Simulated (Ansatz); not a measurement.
Species: BNH₆, charge 0, singlet. BNH6 (azaniumylboranuide, SMILES [BH3-][NH3+]).
B3LYP-D3(BJ)/def2-TZVP minimum from Ansatz (a quantum-chemistry and plane-wave program):
```xyz
8

B     -0.9205     0.1288    -0.0265
N      0.7210    -0.1009     0.0208
H     -1.3171    -0.6321    -0.8771
H     -1.0639     1.2934    -0.3145
H     -1.3056    -0.1454     1.0853
H      0.9465    -1.0627     0.2580
H      1.1524     0.5023     0.7152
H      1.1430     0.1067    -0.8798
```

Total energies in hartree (Ansatz). Open shells are spin-unrestricted; no spin-orbit coupling. Cores are frozen in correlated methods. No relativity. For partners of very few electrons the exact lower level stands in for a higher one.

| species | HF/cc-pVTZ | CCSD(T)/cc-pVTZ | HF/cc-pVQZ | CCSD(T)/cc-pVQZ | CCSDT(Q)/cc-pVTZ |
|---|---|---|---|---|---|
| 1: BNH6 (SMILES [BH3-][NH3+]) | -82.65275 | -83.06350 | -82.65868 | -83.08930 | -83.06449 |
| 2: B (doublet) | -24.53207 | -24.59810 | -24.53297 | -24.60084 | -24.59852 |
| 3: N (quartet) | -54.40069 | -54.51471 | -54.40372 | -54.52482 | -54.51507 |
| 4: H (doublet) | -0.49981 | -0.49981 | -0.49995 | -0.49995 | -0.49981 |

Problem. Work out the atomisation energy (electronic, to ground-state atoms) in kcal/mol: take Hartree-Fock from cc-pVQZ, extrapolate the CCSD(T) correlation energy as X^-3 (X = 3, 4), and add CCSDT(Q) - CCSD(T) in cc-pVTZ. 1 hartree = 627.51 kcal/mol.

Solution. 
Species 1: correlation (64·(-0.43062) - 27·(-0.41075))/37 = -0.44512; step -0.00099; E1 = -82.65868 + (-0.44512) + (-0.00099) = -83.10479
Species 2: correlation (64·(-0.06787) - 27·(-0.06603))/37 = -0.06921; step -0.00042; E2 = -24.53297 + (-0.06921) + (-0.00042) = -24.60260
Species 3: correlation (64·(-0.12110) - 27·(-0.11402))/37 = -0.12627; step -0.00036; E3 = -54.40372 + (-0.12627) + (-0.00036) = -54.53035
Species 4: correlation (64·(0.00000) - 27·(0.00000))/37 = 0.00000; step +0.00000; E4 = -0.49995 + (0.00000) + (+0.00000) = -0.49995
-1·E1 +1·E2 +1·E3 +6·E4 = 0.97214 hartree = 610.0 kcal/mol.
